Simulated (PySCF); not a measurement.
Molecule: SMILES O=C(Cl)c1ccco1, C₅H₃ClO₂.

Geometry:
```csv
atom,x (Å),y (Å),z (Å)
O1,3.118,0.785,0.551
C2,2.411,0.927,-0.396
Cl3,3.042,1.476,-1.962
C4,0.977,0.678,-0.403
C5,0.172,0.247,0.625
C6,-1.138,0.164,0.086
C7,-1.024,0.551,-1.223
O8,0.242,0.860,-1.521
H9,0.506,0.025,1.635
H10,-2.049,-0.141,0.595
H11,-1.744,0.647,-2.032
```

Geometry PBE0-D3(BJ)/def2-SVP throughout; GIAO in PySCF 2.14.0 with density-fitted response routines, gas phase, one conformer, non-relativistic; equivalent atoms averaged; basis pcSseg-1.

For orientation, LC-wPBE gives these shifts δ (against H2O, TMS, HCl at the same level): O1 556.6, O8 308.2, C2 168.1, C7 158.1, C4 153.6, C5 132.9, Cl3 415.9, H11 7.59, H9 7.70 ppm.

A run gave: O1 489.1, O8 299.9, C2 150.3, C7 139.9, C4 138.7, C5 114.2, Cl3 408.0, H11 7.43, H9 7.24 ppm (shifts δ (against H2O, TMS, HCl at the same level)).

Which functional was used in that run?
A. LDA
B. B97-2
C. B3LYP
D. KT3

Results:

D. O1 tells them apart best: KT3 gives 489.1, LDA gives 547.8, B3LYP gives 543.2, B97-2 gives 524.0 ppm.
